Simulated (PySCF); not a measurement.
Compound: C5H3O2S (charge -1).
Z-matrix (Å and degrees, GFN2-xTB geometry), rows numbered from 1:
```
O 
C   1  1.2309
C   2  1.4134  1  127.43
C   3  1.4285  2  125.18  1    -0.01
C   4  1.3421  3  114.65  2   179.97
S   5  1.7490  4  112.75  3    -0.01
C   3  1.4126  2  120.67  1   179.95
O   7  1.2175  3  132.24  2     0.02
H   2  1.1130  1  119.50  3   179.97
H   4  1.0776  3  121.13  2    -0.04
H   5  1.0741  4  129.09  3  -179.98
```

PySCF, density fitting, gas phase, GFN2-xTB geometry. The standard run uses grid level 2 after a coarse-grid start, the def2-universal JK fitting basis (with tight functions added where the orbital basis needs them), an energy threshold of 1e-9 Eh and DIIS. The changed runs have no coarse-grid stage.

Task: Standard PBE0/pcSseg-1: E = -740.460624 Eh, HOMO -1.121 eV, LUMO 3.974 eV, 15 cycles (coarse-grid cycles included). What changes at PBE0/pcSseg-1 with: level shift 0.3 Eh?

Result: E = -740.460624 Eh (0.000 mEh), HOMO -1.121 eV (0.000), LUMO 3.974 eV (0.000), 15 SCF cycles. The result matches the standard run within 0.02 mEh and 0.003 eV; such settings steer the iterations and don't enter the energy expression.

The cycles:
```
cycle   1  E = -740.1528459184  dE =  1.657e+00  |g| = 1.208e+00  |ddm| = 3.422e+00
cycle   2  E = -740.1121117502  dE =  4.073e-02  |g| = 1.447e+00  |ddm| = 2.799e+00
cycle   3  E = -740.4273417363  dE = -3.152e-01  |g| = 4.115e-01  |ddm| = 8.672e-01
cycle   4  E = -740.4581321403  dE = -3.079e-02  |g| = 9.996e-02  |ddm| = 5.011e-01
cycle   5  E = -740.4604872944  dE = -2.355e-03  |g| = 1.669e-02  |ddm| = 1.840e-01
cycle   6  E = -740.4605964229  dE = -1.091e-04  |g| = 8.789e-03  |ddm| = 5.018e-02
cycle   7  E = -740.4606176507  dE = -2.123e-05  |g| = 4.202e-03  |ddm| = 1.555e-02
cycle   8  E = -740.4606226239  dE = -4.973e-06  |g| = 1.119e-03  |ddm| = 9.106e-03
cycle   9  E = -740.4606233798  dE = -7.559e-07  |g| = 4.730e-04  |ddm| = 4.147e-03
cycle  10  E = -740.4606235769  dE = -1.971e-07  |g| = 2.378e-04  |ddm| = 1.987e-03
cycle  11  E = -740.4606236336  dE = -5.668e-08  |g| = 1.302e-04  |ddm| = 1.078e-03
cycle  12  E = -740.4606236507  dE = -1.716e-08  |g| = 7.293e-05  |ddm| = 5.484e-04
cycle  13  E = -740.4606236561  dE = -5.382e-09  |g| = 3.976e-05  |ddm| = 2.890e-04
cycle  14  E = -740.4606236578  dE = -1.682e-09  |g| = 2.197e-05  |ddm| = 1.538e-04
cycle  15  E = -740.4606236583  dE = -5.309e-10  |g| = 1.155e-05  |ddm| = 8.320e-05
```
